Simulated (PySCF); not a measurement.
Species: C₆H₁₁ClO₂.
Z-matrix (Å and degrees, GFN2-xTB geometry), rows numbered from 1:
```
C 
C   1  1.5236
C   2  1.5359  1  111.75
C   3  1.5338  2  111.33  1  -175.20
O   4  1.4065  3  108.04  2   175.67
C   5  1.4048  4  113.11  3   177.63
C   3  1.5047  2  108.96  1    66.54
O   7  1.1850  3  126.92  2    63.13
Cl  7  1.7603  3  113.18  2  -116.19
H   1  1.0870  2  110.19  3   177.73
H   1  1.0871  2  110.84  3   -62.40
H   1  1.0874  2  110.62  3    57.84
H   2  1.0915  1  109.91  3   120.86
H   2  1.0917  1  109.66  3  -120.34
H   3  1.0915  2  110.45  1   -54.46
H   4  1.1018  3  109.76  2    55.31
H   4  1.1010  3  109.76  2   -63.69
H   6  1.0966  5  111.16  4   -60.30
H   6  1.0972  5  111.22  4    61.09
H   6  1.0875  5  106.51  4  -179.61
```

Computed at PBE0/pcSseg-1 (PySCF, non-relativistic), with Q(17O) = −0.0256 b, Q(35Cl) = −0.0817 b: O5, 17O (I = 5/2): χzz = 12.33 MHz, η = 0.955; O8, 17O (I = 5/2): χzz = 9.502 MHz, η = 0.462; Cl9, 35Cl (I = 3/2): χzz = -60.86 MHz, η = 0.356.

(1) Find the zero-field quadrupole resonance frequencies of 17O at O5.

(2) Where would the pure quadrupole (NQR) lines of 17O at O8 fall for the rigid, isolated species?

(3) Find the zero-field quadrupole resonance frequencies of 35Cl at Cl9.

Answers

(1) From the eigenvalues of H = χ/[4I(2I − 1)] × [3Iz² − I(I + 1) + η(Ix² − Iy²)], steps between neighbouring levels, labelled as for η = 0: ±1/2↔±3/2 3.167 MHz, ±3/2↔±5/2 3.285 MHz (ether oxygen).

(2) From the eigenvalues of H = χ/[4I(2I − 1)] × [3Iz² − I(I + 1) + η(Ix² − Iy²)], steps between neighbouring levels, labelled as for η = 0: ±1/2↔±3/2 1.724 MHz, ±3/2↔±5/2 2.744 MHz (carbonyl oxygen).

(3) From ν = (|χ|/2)√(1 + η²/3): ν = 31.07 MHz (chlorine bonded to C). For 37Cl the ratio of quadrupole moments, 0.7881, gives 24.48 MHz.

In a crystal, neighbours and librations shift these lines. GFN2-xTB bond lengths can be off by several hundredths of an ångström, more for odd bonds, and the gradients follow them. The small basis limits the accuracy of the gradients.

These values come from a run that also computed NMR shieldings. Time: 33 s; peak memory 1.0 GiB. Hardware: Arm Neoverse V2, one thread, no GPU, on a shared host.

One conformer stands for the species.
